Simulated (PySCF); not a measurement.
Al(GeH3)(H)2 (AlGeH5), SMILES [AlH2][GeH3].

Coordinates come from a PBE0-D3(BJ)/def2-TZVP optimisation.

These are TDA-M06-2X/def2-SVPD in PySCF values and carry that method's errors.

Vertical excitations. The molecule is in vacuum.

Computed UV-visible absorptions:
```csv
state,energy (eV),λ (nm),f,main pairs
S1,4.11,302,0.006,HOMO→LUMO 98 %
S2,5.01,247,0.000,HOMO−1→LUMO 97 %
S3,6.53,190,0.119,"HOMO→LUMO+1 59 %, HOMO−2→LUMO 13 %, HOMO→LUMO+2 12 %, HOMO→LUMO+3 12 %"
S4,6.70,185,0.004,HOMO−3→LUMO 92 %
S5,6.77,183,0.047,"HOMO→LUMO+3 36 %, HOMO→LUMO+1 31 %, HOMO−2→LUMO 24 %"
S6,6.88,180,0.050,"HOMO→LUMO+3 42 %, HOMO−2→LUMO 39 %, HOMO→LUMO+2 7 %"
S7,7.18,173,0.415,"HOMO→LUMO+2 46 %, HOMO→LUMO+4 29 %, HOMO−2→LUMO 17 %"
S8,7.38,168,0.086,"HOMO→LUMO+5 66 %, HOMO→LUMO+4 18 %"
S9,7.50,165,0.150,"HOMO→LUMO+4 43 %, HOMO→LUMO+5 28 %, HOMO→LUMO+2 18 %"
S10,7.90,157,0.041,"HOMO−1→LUMO+1 52 %, HOMO−1→LUMO+2 36 %"
T1,3.56,349,0,HOMO→LUMO 98 %
T2,4.58,271,0,HOMO−1→LUMO 94 %
T3,5.83,213,0,"HOMO→LUMO+2 38 %, HOMO→LUMO+1 36 %, HOMO→LUMO+3 12 %"
T4,6.00,207,0,"HOMO→LUMO+3 65 %, HOMO→LUMO+4 17 %"
```
Triplets are in the Tamm–Dancoff approximation.
